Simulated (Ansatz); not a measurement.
`[AlH2][O][GaH][CH]=S`. The species carries charge 0 and has multiplicity 1.

```xyz
9

Al   -2.017    0.540   -1.355
O    -0.538    0.474   -0.566
Ga    1.034    0.463    0.245
C     1.412   -1.118    1.373
S     2.765   -1.194    2.245
H    -3.245    1.202   -0.608
H    -2.124   -0.073   -2.811
H     2.009    1.658    0.052
H     0.706   -1.952    1.425
```

Problem. What are the harmonic wavenumbers in cm⁻¹ at PBE0-D4/def2-TZVP (Ansatz, finite differences of forces, unscaled)? (Best estimate.)

Solution. Ansatz gave: 13, 40, 66, 81, 126, 213, 422, 448, 544, 553, 618, 633, 695, 794, 1050, 1097, 1217, 1932, 1935, 2023, 3071.
